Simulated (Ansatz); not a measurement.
One change: `[SiH2]1[SiH2][Se]1` becomes `FC[SiH]1[SiH2][Se]1`.

Ansatz, PBE0-D4/def2-TZVP geometries, multiplicity 1. Each molecule was computed in one conformer, which needn't be the lowest.

Scalar relativity is left out up to krypton.

```tsv
property	`[SiH2]1[SiH2][Se]1`
LUMO energy (B3LYP/def2-TZVPP) / eV	-0.72
LUMO energy (PBE/def2-TZVPP) / eV	-1.33
HOMO–LUMO gap (PBE/def2-TZVPP) / eV	4.67
HOMO energy (B3LYP/def2-TZVPP) / eV	-6.81
LUMO energy (ωB97M-V/def2-TZVPP) / eV	1.21
HOMO energy (PBE0/def2-TZVPP) / eV	-7.07
```

(1) Give the same properties after the change, and the shifts. (Best estimate.)

Results:

(1) The calculation gave: 
| property | `FC[SiH]1[SiH2][Se]1` | shift |
| --- | --- | --- |
| LUMO energy (B3LYP/def2-TZVPP) / eV | -0.77 | -0.05 |
| LUMO energy (PBE/def2-TZVPP) / eV | -1.39 | -0.06 |
| HOMO–LUMO gap (PBE/def2-TZVPP) / eV | 4.68 | 0.01 |
| HOMO energy (B3LYP/def2-TZVPP) / eV | -6.91 | -0.10 |
| LUMO energy (ωB97M-V/def2-TZVPP) / eV | 1.16 | -0.05 |
| HOMO energy (PBE0/def2-TZVPP) / eV | -7.17 | -0.10 |

With PBE0 the HOMO falls by 0.10 eV and the LUMO falls by 0.05 eV, so the gap widens by about 0.05 eV. PBE moves the HOMO by -0.07 eV and ωB97M-V by -0.10 eV.

B3LYP here is the variant with VWN-RPA as its local correlation; programs differ in this.

Spin–orbit coupling is left out; it splits and shifts lone-pair levels of the heavy atoms by tenths of an eV.
